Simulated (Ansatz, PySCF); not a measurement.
System: BF (charge +1, doublet). 
Geometry from a B3LYP-D3(BJ)/def2-TZVP (Ansatz, a first-principles code) optimisation:
```
B
F 1 1.2149
```
Charge +1, spin multiplicity 2.

Total electronic energies in hartree. Cores are frozen in the correlated levels unless marked. Open shells are spin-unrestricted. No spin-orbit coupling. No relativistic terms. Basis-set limits of correlation are two-point, X^-3; Hartree-Fock from the larger set (for Q and 5 zeta extrapolated as (X+1)exp(-9√X)).

```json
[
 {"level": "SVWN5/def2-TZVPD", "program": "PySCF", "energy (Eh)": "-123.39420"},
 {"level": "BP86-D3(BJ)/def2-TZVPD", "program": "PySCF + dftd3", "energy (Eh)": "-124.30540"},
 {"level": "BHLYP/def2-TZVPD", "program": "Ansatz", "energy (Eh)": "-124.27187"},
 {"level": "CAM-B3LYP-D3(BJ)/def2-TZVPD", "program": "Ansatz + dftd3", "energy (Eh)": "-124.27300"},
 {"level": "SCS-MP2/STO-3G", "program": "Ansatz", "energy (Eh)": "-122.15794"},
 {"level": "SCS-MP2/cc-pV5Z", "program": "Ansatz", "energy (Eh)": "-124.12880"},
 {"level": "CCSD/STO-3G", "program": "Ansatz", "energy (Eh)": "-122.16707"},
 {"level": "CCSD/def2-QZVPPD", "program": "Ansatz", "energy (Eh)": "-124.12174"},
 {"level": "CCSD(T)/CBS(cc-pVQZ,cc-pV5Z)", "program": "Ansatz", "energy (Eh)": "-124.1539"}
]
```

Totals of different functionals don't rank their quality; only differences between species are comparable.
